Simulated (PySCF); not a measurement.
How the functional moves excitation energies

Compound: CH₈OSi₂.
InChI=1S/CH8OSi2/c1-4-2-3/h4H2,1,3H3

Linear-response calculations in the def2-SVPD basis (PySCF; singlets by full response, triplets Tamm–Dancoff, core orbitals frozen in the response; HF means time-dependent Hartree–Fock). 'Strongest' is the level of largest summed f among the singlets computed (10 roots, of which the last may lack a degenerate partner); it can jump between rows when another state enters that window. S1 is the lowest singlet of each run and needn't be the same state throughout; f(S1) is that of one state. Geometry: PBE0-D3(BJ)/def2-SVP; no solvent, vibrations or thermal averaging.

```csv
functional,kind,S1 (eV),f(S1),strongest (eV),T1 (eV),HOMO (eV),gap (eV),"ionisation energy, ΔSCF (eV)"
LDA,LDA,6.14,0.000,7.42,5.95,-7.06,6.05,9.88
PBE,GGA,6.32,0.000,7.43,6.08,-7.03,6.25,9.83
B3LYP,"global hybrid, 20% exact exchange",6.98,0.001,8.18,6.71,-8.23,8.07,11.38
PBE0,"global hybrid, 25% exact exchange",7.09,0.001,8.42,6.76,-8.42,8.48,10.31
BHandHLYP,"global hybrid, 50% exact exchange",7.75,0.004,9.02,7.36,-9.77,10.56,10.67
CAM-B3LYP,range-separated hybrid,7.36,0.003,8.69,7.01,-9.83,10.75,10.67
wB97X-D,range-separated hybrid,7.45,0.002,8.88,7.17,-10.32,12.12,11.80
LC-wPBE,range-separated hybrid,7.76,0.003,9.29,7.28,-11.16,13.18,10.98
HF,Hartree–Fock,8.77,0.015,9.92,8.07,-11.86,14.19,not settled
```

S1 runs from 6.14 eV (LDA) to 8.77 eV (HF), a spread of 2.63 eV, while the orbital gap spreads over 8.1 eV. Along PBE (0%), B3LYP (20%), PBE0 (25%), BHandHLYP (50%), HF (100%) S1 rises with the share of exact exchange. −ε(HOMO) comes closest to its own ΔSCF ionisation energy with LC-wPBE (+0.18 eV) and misses most with B3LYP (-3.15 eV). 'Not settled' means that the ion's SCF failed to converge or may have ended in another state than the lowest.

Without π bonds the low states are Rydberg-like; a valence basis with one diffuse set may place them up to an eV too high.
